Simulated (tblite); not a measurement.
Isomers of C5H14NPSi2. Computed with GFN2-xTB (tblite): harmonic, unscaled wavenumbers at the GFN2-xTB geometry, gas phase. Against measured fundamentals such values can be off by several per cent, at times by over 20. Modes of hydrogen on phosphorus and silicon can be 10 to 20 % off. One conformer each.

Electronic energies: GFN2-xTB at the same geometries; isomer energies are rough at this level and their order can be wrong.

```csv
SMILES,"electronic energy, lowest = 0 (kcal/mol)"
P[Si@@H]1CN(C2CC2)C[SiH2]1,30.8
C=C(C)[Si@@H]1CC[Si@@H](P)N1,0.0
C=C(C)[Si@@H]1CC[Si@H](P)N1,0.9
C=CCN1C[SiH2][Si@@H](P)C1,38.5
```

Question: How do GFN2-xTB zero-point energies change the relative energies?

Answer: 
```
                      SMILES  ZPE (kcal/mol)  of it from modes above 1550 cm⁻¹  electronic (kcal/mol)  with ZPE, lowest = 0 (kcal/mol)  lowest mode (cm⁻¹)  rings
C=C(C)[Si@@H]1CC[Si@@H](P)N1           109.8                              59.0                    0.0                              0.0                  29      1
 C=C(C)[Si@@H]1CC[Si@H](P)N1           109.7                              59.0                    0.9                              0.8                  12      1
  P[Si@@H]1CN(C2CC2)C[SiH2]1           109.3                              54.9                   30.8                             30.2                  43      2
   C=CCN1C[SiH2][Si@@H](P)C1           107.9                              56.4                   38.5                             36.6                  28      1
```

The zero-point energies span 1.9 kcal/mol, from `C=CCN1C[SiH2][Si@@H](P)C1` to `C=C(C)[Si@@H]1CC[Si@@H](P)N1`. The order is unchanged.

Question: What do entropy and thermal enthalpy add at 298.15 K and 1 bar (rigid rotor, harmonic oscillator, one conformer each)?

Answer: 
| SMILES | point group | symmetry number | S (cal/(mol K)) | H − H(0) (kcal/mol) | ZPE + H − H(0) − TS (kcal/mol) |
| --- | --- | --- | --- | --- | --- |
| C=C(C)[Si@@H]1CC[Si@@H](P)N1 | C1 | 1 | 118.2 | 9.21 | 83.8 |
| P[Si@@H]1CN(C2CC2)C[SiH2]1 | C1 | 1 | 110.7 | 8.44 | 84.7 |
| C=CCN1C[SiH2][Si@@H](P)C1 | C1 | 1 | 115.4 | 8.90 | 82.4 |

Not tabulated: `C=C(C)[Si@@H]1CC[Si@H](P)N1` (lowest mode only 12 cm⁻¹).
